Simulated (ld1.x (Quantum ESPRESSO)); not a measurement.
**Which change was made? (As, TM semilocal)**

```
Element                 : arsenic
Generator               : ld1.x (Quantum ESPRESSO) 7.5
Type                    : norm-conserving Troullier–Martins (semilocal form)
Functional              : PBE
Relativity              : scalar-relativistic
Frozen core             : [Ne]
Valence charge          : 23
Reference configuration : 3s2 3p6 3d10 4s2 4p3
Partial waves           : 3s (bound): rc 0.85 bohr; 3d (bound): rc 0.80 bohr; 3p (bound): rc 0.90 bohr
Local potential         : the p channel
Core correction         : none
```

Occupied shells without a wave of their own: 4p, 4s. They enter only through the test configuration that unscreens the potential.

Cutoffs, loose and tight: the cutoffs (Ry, on a coarse ladder) from which the occupation-weighted sum of valence levels, in a spherical-Bessel basis at the reference potential, stays within 10 and 1 mRy of its value at 400 Ry. They do not see the model core or the augmentation charge, which bear on the density cutoff. Test errors are all-electron minus pseudo excitation energies from the reference, over the configurations 3s2 3p6 3d10 4s2 4p2; 3s2 3p6 3d10 4s2 4p1; 3s2 3p6 3d10 4s2 4p0; 3s2 3p6 3d10 4s0 4p5; 3s2 3p5 3d10 4s2 4p3; 3s2 3p6 3d9 4s2 4p4; 3s2 3p6 3d10 4s1 4p4; variants that change the core or the reference have their own tests.

The base gives: outcome: generated, misses its reference levels by 1.20 eV; cutoff, loose: over 300 Ry; cutoff, tight: over 300 Ry; bound ghosts: none; largest test error (meV): -2409.

Question: After one change the result is: outcome: generated, misses its reference levels by 4.88 eV; cutoff, loose: over 300 Ry; cutoff, tight: over 300 Ry; bound ghosts: none; largest test error (meV): -10487. Which change was it?
A. wave 3s (bound): rc 0.85 bohr becomes 3s (bound): rc 0.68 bohr
B. wave 3s (bound): rc 0.85 bohr becomes 3s (bound): rc 1.14 bohr
C. wave 3s (bound): rc 0.85 bohr becomes 3s (bound): rc 0.94 bohr

Answer: B. The others give: wave 3s (bound): rc 0.85 bohr becomes 3s (bound): rc 0.68 bohr → outcome: generated, misses its reference levels by 0.28 eV; cutoff, loose: over 300 Ry; cutoff, tight: over 300 Ry; bound ghosts: none; largest test error (meV): -586 | wave 3s (bound): rc 0.85 bohr becomes 3s (bound): rc 0.94 bohr → outcome: generated, misses its reference levels by 2.11 eV; cutoff, loose: over 300 Ry; cutoff, tight: over 300 Ry; bound ghosts: none; largest test error (meV): -4392.
